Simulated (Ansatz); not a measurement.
Frontier orbitals of `C[NH][Ge]([F])([NH]C)[NH]C`.

```xyz
20

C     0.5375    1.7165   -1.9644
N    -0.4711    0.6937   -1.7661
Ge   -0.4515   -0.3431   -0.2724
F    -2.0808   -0.9757   -0.2677
N    -0.2668    0.3380    1.3991
C    -1.2823    1.1919    1.9831
N     0.8696   -1.5460   -0.4818
C     1.2007   -2.5576    0.5014
H     1.5242    1.3062   -1.7353
H     0.4015    2.6150   -1.3465
H     0.5595    2.0304   -3.0119
H    -1.3989    0.9939   -2.0260
H     0.6746    0.6160    1.6318
H    -2.2696    0.7925    1.7446
H    -1.1925    1.1988    3.0732
H    -1.2489    2.2333    1.6351
H     1.0085   -1.8394   -1.4364
H     0.6435   -3.4925    0.3673
H     0.9729   -2.1808    1.5000
H     2.2697   -2.7912    0.4728
```

The species carries charge 0 and has multiplicity 1. Correlated methods include outer-core shells of Ge, which these sets cover unevenly. Scalar relativity is left out up to krypton. The geometry is a stationary point of PBE0-D4/def2-TZVP. It is one conformer, not always the lowest. Basis def2-TZVPP, Ansatz 0.2.0.

| functional | HOMO (eV) | LUMO (eV) |
| --- | --- | --- |
| CAM-B3LYP | -7.95 | 1.34 |

**Question.** Give HOMO and LUMO (eV) with LDA (SPW92), PBE, revPBE, BLYP, r2SCAN, B97M-V, PBE0, B3LYP, r2SCANh, r2SCAN0, HSE06 (plane-wave form), BHLYP, LC-ωPBE, ωB97X-V, ωB97M-V, HF. (An estimate is asked.)

**Answer.** The calculation gave: 
```
             functional   HOMO   LUMO
            LDA (SPW92)  -5.28  -0.58
                    PBE  -5.13  -0.35
                 revPBE  -5.07  -0.22
                   BLYP  -5.02  -0.33
                 r2SCAN  -5.41   0.17
                 B97M-V  -5.54  -0.19
                   PBE0  -6.53   0.53
                  B3LYP  -6.31   0.21
                r2SCANh  -5.93   0.47
                r2SCAN0  -6.73   0.88
HSE06 (plane-wave form)  -6.13   0.16
                  BHLYP  -7.87   1.21
                LC-ωPBE  -9.31   2.67
                ωB97X-V  -8.96   2.42
                ωB97M-V  -8.88   2.00
                     HF  -9.99   3.23
```

B3LYP here is the variant with VWN-RPA as its local correlation; programs differ in this. LC-ωPBE has ω = 0.4 bohr⁻¹. Positive LUMOs are unbound and depend on the basis.
